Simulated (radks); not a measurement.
The numbers below are computed, except where a source is named.
All-electron atom: Fe in [Ar] 3d5 4s2 4f1 (not the ground configuration).

Level of theory: scalar-relativistic Kohn-Sham, SCAN, spin-unpolarised, spherical densities, finite nucleus; meta-GGA in the generalised Kohn-Sham scheme; Fermi nuclear charge, rms radius 3.7377 fm (a radial shooting solver on a logarithmic mesh with Libxc functionals).

Energy parts (hartree):
| part | energy |
|---|---|
| total | -1272.27568 |
| kinetic | 1287.55911 |
| electron-nucleus | -3030.19239 |
| Hartree | 525.74267 |
| exchange-correlation | -55.38507 |

Orbitals (lengths in bohr, moments of r in powers of bohr; r(90%) holds 90 % of the orbital's charge):
orbital  occ.  eigenvalue (hartree)  r(90%)     <r^2>    <1/r>
1s          2             -258.6307   0.104  0.004599    25.97
2s          2             -31.02295   0.413   0.08378    5.577
2p          6             -26.45509   0.385   0.06808    5.456
3s          2              -4.08361    1.20    0.7443    1.758
3p          6              -2.77279    1.30    0.8431    1.620
3d          5              -0.73515    1.76     1.372    1.281
4s          2              -0.46739    3.80     7.494   0.5055
4f          1              -0.01431    26.0     378.8  0.05937

The highest occupied level is 4f at -0.389 eV. The density falls to 0.001 e/bohr^3 at r = 4.07 bohr. The electron density at the nucleus is 1.521e+04 e/bohr^3 (large components only). Summed over all electrons, <r^2> = 407.7 bohr^2, which gives a Langevin (diamagnetic) susceptibility term of -323 x 10^-6 cm^3/mol.

Run on one thread of a shared host, so times are rough (Arm Neoverse N1): 0.27 s of CPU time, 0.27 s wall, 30 iterations on 2437 mesh points.

Empty levels of this run are not shown, since the potential may be unsettled where no density lies.
